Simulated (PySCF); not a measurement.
Al(H)(Me)(NCO) (C2H4AlNO), SMILES C(=O)=[N][AlH][CH3].

The structure is a stationary point at PBE-D3(BJ)/def2-SVP. The geometry has at least one imaginary mode, so it is a saddle point at that level. The structure was generated by enumeration; whether it is a known compound was not checked. Other conformers were not sampled.

All values below come from PBE-D3(BJ)/def2-SVP run with PySCF.

Frequencies are harmonic and unscaled.

Task: Give all harmonic wavenumbers and intensities. (The exact figures need the calculation; the answer reports its results.)

Result: 
```
mode  ν (cm⁻¹)  IR (km/mol)  moving atoms (share of kinetic energy)
----  --------  -----------  --------------------------------------
1          39i          0.0                                  H 96 %
2           65          0.1          N 33 %, O 28 %, C 22 %, H 13 %
3          114          0.0                   N 63 %, O 20 %, H 8 %
4          201          9.1         N 36 %, C 21 %, H 21 %, Al 19 %
5          377         49.4                         H 86 %, Al 11 %
6          515         44.1         Al 36 %, C 26 %, O 21 %, H 11 %
7          589          8.4                  C 71 %, O 14 %, N 10 %
8          603         50.5                          H 75 %, C 11 %
9          611         21.6                  C 71 %, N 15 %, O 14 %
10         654        107.2                 H 65 %, C 19 %, Al 14 %
11         655         76.1                 H 38 %, C 31 %, Al 29 %
12         742        286.9                 H 67 %, Al 18 %, C 13 %
13        1168         22.1                          H 79 %, C 20 %
14        1372          1.0                                  H 96 %
15        1375          1.7                                  H 95 %
16        1448         28.8                          N 56 %, O 41 %
17        1905        190.2                                  H 96 %
18        2371       1232.4                  C 70 %, N 18 %, O 12 %
19        2966          0.7                                  H 97 %
20        3054          2.0                           H 91 %, C 9 %
21        3076          4.5                           H 91 %, C 9 %
```
